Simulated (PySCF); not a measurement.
**Electron correlation in Mg (magnesium, neutral)**

[Ne] 3s2, closed-shell 1S. Computed with PySCF 2.14 in dyall-acv3z (20s13p7d4f, 122 functions), with the spin-free X2C one-electron Hamiltonian (Gaussian nucleus). Frozen: [Ne]; 2 electrons correlated; the 27 highest virtual orbitals of each spin left out.

With two correlated electrons CCSD is exact within the correlated space (frozen core and kept virtual orbitals).

```tsv
level	correlation energy (mhartree)
CCSD	-33.88
```

Diagnostics: T1 = 0.017, D1 = 0.0241, largest double amplitude 0.074.

Cost of the coupled-cluster step: roughly 9 core-seconds, for 2 correlated electrons.

Iterations:

```
CC2 = 0
CCSD nocc = 1, nmo = 90
frozen orbitals [0, 1, 2, 3, 4, 95, 96, 97, 98, 99, 100, 101, 102, 103, 104, 105, 106, 107, 108, 109, 110, 111, 112, 113, 114, 115, 116, 117, 118, 119, 120, 121]
max_cycle = 100
direct = 0
conv_tol = 1e-08
conv_tol_normt = 1e-06
diis_space = 8
diis_start_cycle = 0
Init t2, MP2 energy = -199.945796162286  E_corr(MP2) -0.0240808290843324
Init E_corr(CCSD) = -0.0240808290937654
cycle = 1  E_corr(CCSD) = -0.0289544629414812  dE = -0.00487363385  norm(t1,t2) = 0.0482838
cycle = 2  E_corr(CCSD) = -0.0313912463503588  dE = -0.00243678341  norm(t1,t2) = 0.0250372
cycle = 3  E_corr(CCSD) = -0.0338870719393243  dE = -0.00249582559  norm(t1,t2) = 0.0134251
cycle = 4  E_corr(CCSD) = -0.0338709376928746  dE = 1.61342464e-05  norm(t1,t2) = 0.00114636
cycle = 5  E_corr(CCSD) = -0.0338835116474512  dE = -1.25739546e-05  norm(t1,t2) = 0.000145862
cycle = 6  E_corr(CCSD) = -0.0338825689225092  dE = 9.42724942e-07  norm(t1,t2) = 3.20984e-05
cycle = 7  E_corr(CCSD) = -0.0338813527510592  dE = 1.21617145e-06  norm(t1,t2) = 7.40904e-06
cycle = 8  E_corr(CCSD) = -0.0338817034864963  dE = -3.50735437e-07  norm(t1,t2) = 2.07065e-06
cycle = 9  E_corr(CCSD) = -0.0338816164579389  dE = 8.70285574e-08  norm(t1,t2) = 5.35602e-07
cycle = 10  E_corr(CCSD) = -0.0338816142564615  dE = 2.2014774e-09  norm(t1,t2) = 5.30148e-08
CCSD converged
E(CCSD) = -199.9555969474586  E_corr = -0.03388161425646146
```
